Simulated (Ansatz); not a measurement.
`[F][Al]([O][SiH3])[O][SiH3]` + H₂O → `[OH][Al]([F])[O][SiH3]` + `O[SiH3]`  (formal hydrolysis of the Al–O bond)

Calculated with Ansatz (gas phase, PBE0-D4/def2-TZVP geometries, no zero-point term in ΔE). CBS: MP2 limit from def2 TZ/QZ plus the TZ coupled-cluster correction, frozen cores. This one scheme is used for every species. Functionals use def2-TZVPP. HSE06 is defined as in plane-wave codes. One conformer a species, not always the lowest.

| level | ΔE (kJ/mol) |
| --- | --- |
| BLYP-D4 | 21.6 |
| r2SCAN | 20.2 |
| r2SCAN0 | 23.1 |
| HSE06 | 19.9 |
| CAM-B3LYP | 21.4 |
| HF/def2-TZVPP | 30.0 |
| SCS-MP2/def2-QZVPP | 26.0 |
| HF/CBS(def2) | 31.6 |

Problem. What does CCSD(T)/CBS give? (An estimate is asked.)

Solution. Ansatz gave: +26.3 kJ/mol. The listed levels differ from it by -4.7, -6.1, -3.2, -6.4, -4.9, 3.7, -0.3, 5.3 kJ/mol.

Largest T1 diagnostic among the species: 0.012.

In def2-TZVPP, CCSD(T) changes the Hartree–Fock value by −5.1 kJ/mol (the triples alone add −1.1 kJ/mol) and MP2 by −5.9 kJ/mol. Leaving LDA and LC-ωPBE aside and taking each functional with its dispersion term where it has one, the values, not all of them listed here, spread over 11.7 kJ/mol, from PBE-D4 to BHLYP-D4. From BLYP to BHLYP (50 % exact exchange), in def2-TZVPP and without D4, ΔE moves by +8.4 kJ/mol.

CCSD(T)/CBS has its own doubt, a few kJ/mol and more with outer-core shells, so smaller differences from it don't rank the levels.
